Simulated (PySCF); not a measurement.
manganese atom (Mn), sextet; PySCF with DF-R2SCAN/def2-SVPD.

The PySCF input:
```python
from pyscf import gto, scf, dft

mol = gto.Mole()
mol.atom = '''
    Mn    0.000000    0.000000    0.000000
'''
mol.basis = 'def2-svpd'
mol.charge = 0
mol.spin = 5
mol.verbose = 4
mol.build()

mf = dft.UKS(mol)
mf.xc = 'r2scan'
mf = mf.density_fit(auxbasis='def2-universal-jkfit')
mf.kernel()
```

**Question.** What does PySCF print? Leave out banner, timings and long lists.

**Answer.** 
```
PySCF version 2.14.0

[INPUT] verbose = 4
[INPUT] num. atoms = 1
[INPUT] num. electrons = 25
[INPUT] charge = 0
[INPUT] spin (= nelec alpha-beta = 2S) = 5
[INPUT] symmetry False subgroup None
[INPUT] Mole.unit = angstrom
[INPUT] Symbol           X                Y                Z      unit          X                Y                Z       unit  Magmom
[INPUT]  1 Mn     0.000000000000   0.000000000000   0.000000000000 AA    0.000000000000   0.000000000000   0.000000000000 Bohr   0.0

nuclear repulsion = 0
number of shells = 12
number of NR pGTOs = 76
number of NR cGTOs = 34
basis = def2-svpd
ecp = {}

******** <class 'pyscf.df.df_jk.DFUKS'> ********
method = DFUKS
initial guess = minao
damping factor = 0
level_shift factor = 0
DIIS = <class 'pyscf.scf.diis.CDIIS'>
diis_start_cycle = 1
diis_space = 8
diis_damp = 0
SCF conv_tol = 1e-09
SCF conv_tol_grad = None
SCF max_cycles = 50
direct_scf = False
number electrons alpha = 15  beta = 10
XC library pyscf.dft.libxc version 7.1.2
    S. Lehtola, C. Steigemann, M. J. T. Oliveira, and M. A. L. Marques,  SoftwareX 7, 1–5 (2018)
XC functionals = r2scan
    J. W. Furness, A. D. Kaplan, J. Ning, J. P. Perdew, and J. Sun,  J. Phys. Chem. Lett. 11, 8208–8215 (2020)
    J. W. Furness, A. D. Kaplan, J. Ning, J. P. Perdew, and J. Sun,  J. Phys. Chem. Lett. 11, 9248–9248 (2020)
    J. W. Furness, A. D. Kaplan, J. Ning, J. P. Perdew, and J. Sun,  J. Phys. Chem. Lett. 11, 8208–8215 (2020)
    J. W. Furness, A. D. Kaplan, J. Ning, J. P. Perdew, and J. Sun,  J. Phys. Chem. Lett. 11, 9248–9248 (2020)
radial grids:
    Treutler-Ahlrichs [JCP 102, 346 (1995); DOI:10.1063/1.469408] (M4) radial grids

becke partition: Becke, JCP 88, 2547 (1988); DOI:10.1063/1.454033
pruning grids: <function nwchem_prune>
grids dens level: 3
symmetrized grids: False
atomic radii adjust function: <function treutler_atomic_radii_adjust>
small_rho_cutoff = 0
Set gradient conv threshold to 3.16228e-05
tot grids = 20904
init E= -1149.89321971505

cycle= 1 E= -1142.56871964806  delta_E= 7.32  |g|= 1.89  |ddm|= 8.46

cycle= 2 E= -1148.49262344522  delta_E= -5.92  |g|=  1.6  |ddm|=  6.8

cycle= 3 E= -1150.19794258967  delta_E= -1.71  |g|= 0.993  |ddm|= 1.44

cycle= 4 E= -1150.6483341717  delta_E= -0.45  |g|= 0.329  |ddm|= 3.64
cycle= 5 E= -1150.74902195132  delta_E= -0.101  |g|= 0.191  |ddm|= 2.27
cycle= 6 E= -1150.78903815981  delta_E= -0.04  |g|= 0.052  |ddm|= 1.23
cycle= 7 E= -1150.79025041973  delta_E= -0.00121  |g|= 0.00709  |ddm|= 0.123
cycle= 8 E= -1150.79030224874  delta_E= -5.18e-05  |g|= 0.00147  |ddm|= 0.0422
cycle= 9 E= -1150.79030424769  delta_E= -2e-06  |g|= 0.000169  |ddm|= 0.00573
cycle= 10 E= -1150.79030437732  delta_E= -1.3e-07  |g|= 8.28e-05  |ddm|= 0.00184
cycle= 11 E= -1150.79030441101  delta_E= -3.37e-08  |g|= 1.22e-05  |ddm|= 0.0012
cycle= 12 E= -1150.79030441169  delta_E= -6.78e-10  |g|= 5.1e-06  |ddm|= 0.000165
Extra cycle  E= -1150.79030441182  delta_E= -1.28e-10  |g|= 2.19e-06  |ddm|= 7.81e-05
converged SCF energy = -1150.79030441182  <S^2> = 8.7760688  2S+1 = 6.0086833
```
